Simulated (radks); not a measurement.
Results of a calculation; reference values are marked as such.
Question: N+, 6 electrons, occupied as [He] 2s2 2p2 (the NIST ground configuration). Level of theory: Dirac Kohn-Sham, PBEsol, spin-unpolarised, spherical densities, finite nucleus; open shells fill j = l - 1/2 first; Fermi nuclear charge, rms radius 2.5582 fm (a radial shooting solver on a logarithmic mesh with Libxc functionals). Some entries of the table are withheld. Estimate them.

| orbital | occ. | eigenvalue (Ry) | <r> (bohr) |
|---|---|---|---|
| 1s1/2 | 2 | (1) | 0.2301 |
| 2s1/2 | 2 | (2) | 1.247 |
| 2p1/2 | 2 | (3) | (4) |
| 2p3/2 | 0 | (5) | (6) |

Answer: 
(1) 1s1/2 eigenvalue (Ry): -29.39815
(2) 2s1/2 eigenvalue (Ry): -2.37386
(3) 2p1/2 eigenvalue (Ry): -1.51456
(4) 2p1/2 <r> (bohr): 1.276
(5) 2p3/2 eigenvalue (Ry): -1.51280
(6) 2p3/2 <r> (bohr): 1.277
